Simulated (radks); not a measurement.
Q: Species: the magnesium ion Mg+. Configuration: [Ne] 4s1 (not the ground configuration). Method: scalar-relativistic Kohn-Sham, PBE, spin-unpolarised, spherical densities, point nucleus; computed with a radial shooting solver on a logarithmic mesh with Libxc functionals. Some entries of the table are withheld. Estimate them.

orbital  occ.  eigenvalue (eV)  r(max) (bohr)  <r^2> (bohr^2)
1s          2              (1)        0.08507         0.02299
2s          2         -94.5921         0.5464          0.5818
2p          6              (2)         0.4782          0.6004
3s          0         -13.9704            (3)           7.884
3p          0              (4)          2.619           12.98
4s          1          -5.2752            (5)             (6)
3d          0          -4.5840          4.815           32.31
4f          0          -1.9678          7.470           83.82

A: 
(1) 1s eigenvalue (eV): -1274.748
(2) 2p eigenvalue (eV): -61.3345
(3) 3s r(max) (bohr): 2.174
(4) 3p eigenvalue (eV): -9.1001
(5) 4s r(max) (bohr): 6.006
(6) 4s <r^2> (bohr^2): 43.49
